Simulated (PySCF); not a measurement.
**Working out the ionisation energy of Cl+**

Cl+ [Ne] 3s2 3p4 (3P) → Cl(2+) [Ne] 3s2 3p3 (4S). All numbers are calculated (PySCF 2.14, no relativity, point nucleus, in def2-TZVP (5s5p2d1f, 37 functions)). Frozen: [Ne]. Energies in hartree (1 hartree = 27.21139 eV):

```json
{"part": "UHF", "Cl+ (lower)": "-459.044148", "Cl(2+) (upper)": "-458.214273"}
{"part": "CCSD correlation", "Cl+ (lower)": "-0.146511", "Cl(2+) (upper)": "-0.114839"}
{"part": "(T)", "Cl+ (lower)": "-0.004332", "Cl(2+) (upper)": "-0.003260"}
```

What does Hartree-Fock give?

(-458.214273) − (-459.044148) = 0.829875 hartree = 22.582 eV.

What do CCSD and CCSD(T) give?

The CCSD correlation energies differ by 0.031672 hartree = 0.862 eV and the triples by 0.001072 hartree = 0.029 eV, so CCSD gives 23.444 eV and CCSD(T) 23.473 eV.

Measured between the centres of the two terms (NIST): 23.771 eV, so CCSD(T) (valence) is off by -0.298 eV.

What remains against the reference includes basis incompleteness, the frozen core and higher excitations.
